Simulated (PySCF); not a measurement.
# Induced dipoles and field energies

Compound: C5H2ClOP.
Structure used (GFN2-xTB), in Å, numbered top down from 1:
```xyz
10
C5H2ClOP angstrom
C      2.089   -0.706   -1.598
C      1.146   -0.418   -0.911
C      0.062   -0.059   -0.092
O     -1.132   -0.636   -0.289
C     -2.045   -0.183    0.570
P     -1.526    0.991    1.702
C      0.069    0.853    0.939
Cl     1.464    1.734    1.401
H      2.909   -0.960   -2.200
H     -3.026   -0.612    0.456
```

Level: B3LYP/def2-SVPD (PySCF); nuclei fixed, core orbitals frozen in the response. Permanent dipole (-0.454, -0.864, -0.811) D (1 au = 2.5417 D). Static polarisability (au):

```
x   123.21  -0.79 -25.13
y    -0.79  81.76  25.31
z   -25.13  25.31  97.87
```

Only the terms in μ and α are kept: μ(F) = μ + αF and ΔE = −μ·F − ½ F·αF.

(1) Apply 0.01 au along ±x, ±y and ±z in turn. Tabulate induced and total dipoles and both energy terms.

(2) For the field (0.0090, -0.0050, 0.0050) au, what is the induced dipole, and what angle does it make with the field?

(3) Which field along μ doubles the dipole in that direction (linear response)?

(4) What field makes μF equal to kT at 400 K?

(5) A unit point charge sits 8 Å away. Estimate the induction energy −αe²/2R⁴ with the mean polarisability, treating the molecule as a point.

## Answers

(1) 
| field along | induced x (D) | induced y (D) | induced z (D) | total size (D) | −μ·F (kJ/mol) | −½F·αF (kJ/mol) |
| --- | --- | --- | --- | --- | --- | --- |
| +x | 3.132 | -0.020 | -0.639 | 3.171 | +4.690 | -16.174 |
| −x | -3.132 | 0.020 | 0.639 | 3.688 | -4.690 | -16.174 |
| +y | -0.020 | 2.078 | 0.643 | 1.314 | +8.925 | -10.733 |
| −y | 0.020 | -2.078 | -0.643 | 3.311 | -8.925 | -10.733 |
| +z | -0.639 | 0.643 | 2.488 | 2.013 | +8.377 | -12.848 |
| −z | 0.639 | -0.643 | -2.488 | 3.631 | -8.377 | -12.848 |

(2) αF = (2.509, -0.735, 0.347) D, at 22.0° to the field. The polarisability along this direction, F·αF/F², is 84.08 au, against a mean of 100.95 au.

(3) The polarisability along the dipole is 103.80 au, so F = 0.4993 au / 103.80 au = 0.0048 au = 0.25 V/Å; higher-order terms are ignored.

(4) kT = 1.2667 × 10⁻³ Eh, so F = 0.00254 au = 13 MV/cm.

(5) R = 15.12 bohr, so the energy is −100.9/(2 × 15.12⁴) Eh = -2.54 kJ/mol. The charge–dipole term at its most favourable orientation, −μe/R², is -5.74 kJ/mol.

Isolated species at its GFN2-xTB geometry, gas phase.
